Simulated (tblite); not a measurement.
Compound: C₈H₁₁ (doublet state).
Structure used (GFN2-xTB), in Å, numbered top down from 1:
```
atom  x, y, z in Å
C1     2.8198    1.2392   -0.4424
C2     1.8163    0.6302    0.0861
C3     0.7232    0.0290    0.6138
C4     0.4081    0.1580    1.9521
C5    -0.1110   -0.7756   -0.3150
C6     0.4475   -1.4515   -1.3113
C7    -1.5970   -0.7727   -0.0905
C8    -2.1769    0.6396   -0.1600
H9     3.8029    0.7896   -0.5166
H10    2.7476    2.2430   -0.8449
H11   -0.4411   -0.3341    2.3850
H12    1.0328    0.7399    2.6050
H13   -0.1396   -2.0351   -2.0005
H14    1.5130   -1.4538   -1.4670
H15   -2.0702   -1.3991   -0.8491
H16   -1.8238   -1.2086    0.8856
H17   -1.7543    1.2672    0.6213
H18   -1.9497    1.0922   -1.1229
H19   -3.2573    0.6120   -0.0363
```

All values are computed: GFN2-xTB (tblite) harmonic vibrations without scaling, gas phase. Against measured fundamentals such values can be off by several per cent, at times by over 20. One conformer, not necessarily the lowest. Open shells enter through the occupations alone, without spin polarisation, and single modes of such species can be off by tens of per cent.

Harmonic wavenumbers (cm⁻¹): 33.8, 83.7, 129.8, 158.9, 192.8, 206.1, 294.1, 358.8, 402.1, 428.7, 450.1, 517.8, 540.2, 637.6, 709.3, 723.2, 740.5, 828.3, 854.8, 893.6, 908.5, 931.5, 938.1, 1026.0, 1074.1, 1089.4, 1165.5, 1236.2, 1286.8, 1317.6, 1349.6, 1397.0, 1409.2, 1415.0, 1455.0, 1487.4, 1499.9, 1506.4, 1695.1, 1951.3, 2959.9, 2978.6, 2986.1, 3000.0, 3030.7, 3033.2, 3038.5, 3101.9, 3126.8, 3127.9, 3165.8.

A = 2976, B = 1454, C = 1235 MHz; mass 107.086 u (most abundant isotopes); point group C1, symmetry number 1; spin multiplicity 2.

Task: What is the zero-point energy?

Result: ½Σν̃ = 34437 cm⁻¹ = 411.95 kJ/mol.

Task: What is S at 298.15 K and 1 bar for an ideal gas of classical rigid rotors and harmonic oscillators?

Result: Translation 167.14, rotation 119.19, vibration 117.75, spin (R ln 2) 5.76: S = 409.9 J/(mol K).

Task: And Cp and H(298.15 K) − H(0)?

Result: Cp = 159.27 J/(mol K), of which vibrations give 126.01 (their classical limit is 51 R = 424.0); H(298.15 K) − H(0) = 28.53 kJ/mol without the zero-point energy, 18.62 from vibrations.

Task: Which modes carry the vibrational entropy at 298.15 K?

Result: 33.8 cm⁻¹: 23.40; 83.7 cm⁻¹: 15.91; 129.8 cm⁻¹: 12.34; 158.9 cm⁻¹: 10.72; 192.8 cm⁻¹: 9.21; 206.1 cm⁻¹: 8.69 J/(mol K); the other 45 give 37.48 together.

Task: What must be added to the electronic energy to get the Gibbs energy at 298.15 K and 1 bar?

Result: ZPE + [H(298.15 K) − H(0)] − T·S = 411.95 + 28.53 − 122.20 = 318.28 kJ/mol.

Hindered rotation and anharmonicity are outside this model. Other conformers, if any are populated, would add a mixing term that is left out. The structure is chiral; the term R ln 2 for an equal mix with its mirror image is left out.
